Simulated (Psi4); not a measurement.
Dimer: C2H2 (SMILES C#C) (first 4 atoms) with H4OSi (SMILES O[SiH3]); geometry from B3LYP-D3(BJ)/def2-TZVP, rigid monomers moved along the line of their centres of mass till C1···H7 is 2.71 Å.
(charge 0, multiplicity 1):
```xyz
10

C      0.13516     0.80274     0.53672
C      0.22527    -0.38890     0.45588
H      0.05846     1.86120     0.60605
H      0.30894    -1.44646     0.38109
O     -1.12624    -0.10691     3.82093
Si     0.16527    -0.05345     4.84405
H     -0.93680    -0.03475     2.87739
H      1.12043    -1.16179     4.58858
H     -0.38253    -0.17840     6.21014
H      0.91376     1.22387     4.72391
```

These are SAPT0/jun-cc-pV(D+d)Z (Psi4 1.11) values and carry that method's errors.

Task: Which attractive term is largest, and how does the interaction split up?

Result: electrostatics -12.9, exchange 8.6, induction -3.0, dispersion -4.5, total -11.8 kJ/mol; the largest attraction is electrostatics.
